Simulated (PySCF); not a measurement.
Si(OH)3(NH2) (H5NO3Si), SMILES N[Si](O)(O)O. Atoms are numbered in the order given.

```xyz
10

N      1.5912    -0.5831    -0.1390
Si    -0.0145     0.0095    -0.0161
O     -0.0285     1.2826     1.0504
O     -0.6131     0.5823    -1.4427
O     -1.0050    -1.2401     0.4486
H      1.7562    -1.4349    -0.6662
H      2.3433     0.0809    -0.2943
H      0.3730     1.1269     1.9102
H     -1.5121     0.9248    -1.4174
H     -0.7236    -1.7478     1.2153
```
Charge 0, spin multiplicity 1.

Coordinates come from a ωB97X-D3(BJ)/def2-SVP optimisation. A frequency run showed that this geometry is not a minimum. Other conformers were not sampled.

All values below come from PBE/def2-TZVP in PySCF.

Isolated molecule, no solvent.

```json
{
  "total_energy": "-572.80503 hartree",
  "highest_occupied_level": "-6.38 eV",
  "lowest_empty_level": "-0.47 eV",
  "orbital_gap": "5.91 eV",
  "dipole_moment": "0.443 e·Å",
  "quadrupole, principal values (traceless, Buckingham form, about the centre of nuclear charge)": "-4.68, 0.53, 4.15 D·Å",
  "mean_static_polarisability": "42.6 bohr³ (6.32 Å³)",
  "polarisability_principal_values": "41.1, 41.8, 45.0 bohr³"
}
```
